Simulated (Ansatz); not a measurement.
Reaction (ligand exchange at a Ga–C bond): `C[O][Ga]([CH3])[F]` + H₂S → `C[O][Ga]([F])[SH]` + CH₄

Computed with Ansatz on PBE0-D4/def2-TZVP structures; ΔE is electronic, products minus reactants. CBS: MP2 limit from def2 TZ/QZ plus the TZ coupled-cluster correction, frozen cores. This one scheme is used for every species. DFT in def2-TZVPP. B3LYP here is the variant with VWN-RPA as its local correlation; programs differ in this. For Ga outer-core shells are correlated without core-valence functions, which leaves a few kJ/mol of doubt a bond. Scalar relativity is left out up to krypton. Each species was taken in one conformer, which may not be the lowest.

`C[O][Ga]([CH3])[F]`:

Cartesian coordinates in Å:
```
C -1.840 0.695 -0.025
O -0.650 1.355 -0.370
Ga 0.948 0.590 -0.296
C 1.406 -1.218 0.252
F 2.183 1.718 -0.818
H -2.355 1.250 0.767
H -1.687 -0.333 0.334
H -2.507 0.647 -0.892
H 1.471 -1.861 -0.628
H 2.377 -1.215 0.748
H 0.654 -1.628 0.927
```

H₂S:

Z-matrix (Å, degrees):
```
S
H 1 1.341
H 1 1.341 2 92.3
```

`C[O][Ga]([F])[SH]`:

```xyz
9

C     1.572   -0.316    0.221
O     0.435    0.513    0.091
Ga   -1.186   -0.125   -0.183
F    -1.342   -1.865   -0.283
S    -2.942    1.131   -0.391
H     1.334   -1.383    0.157
H     2.290   -0.076   -0.569
H     2.048   -0.127    1.188
H    -2.210    2.248   -0.232
```

CH₄:

```xyz
5

C     0.000    0.000    0.000
H    -0.365   -0.977    0.315
H     0.930   -0.121   -0.555
H     0.179    0.621    0.877
H    -0.744    0.477   -0.637
```

(1) Is it downhill or uphill in electronic energy at CCSD(T)/CBS, and by how much? (Estimate.)

(2) What do these levels give: revPBE-D4, B3LYP-D4, r2SCANh, BHLYP, CCSD/def2-SVP, SCS-MP2/def2-TZVPP? (An estimate is asked.)

Largest T1 diagnostic among the species: 0.014.

Answers

(1) Ansatz gave: Downhill: ΔE = -21.9 kcal/mol.

(2) The calculation gave: revPBE-D4 -22.5, B3LYP-D4 -22.9, r2SCANh -23.6, BHLYP -23.3, CCSD/def2-SVP -24.1, SCS-MP2/def2-TZVPP -22.8 kcal/mol.

In def2-TZVPP, CCSD(T) changes the Hartree–Fock value by +2.4 kcal/mol (the triples alone add −0.1 kcal/mol) and MP2 by +1.8 kcal/mol. From BLYP to BHLYP (50 % exact exchange), in def2-TZVPP and without D4, ΔE moves by −1.0 kcal/mol. Leaving LDA and LC-ωPBE aside and taking each functional with its dispersion term where it has one, the values, not all of them listed here, spread over 2.1 kcal/mol, from B97M-V to ωB97M-V. LDA lies +1.1 kcal/mol from PBE without D4.
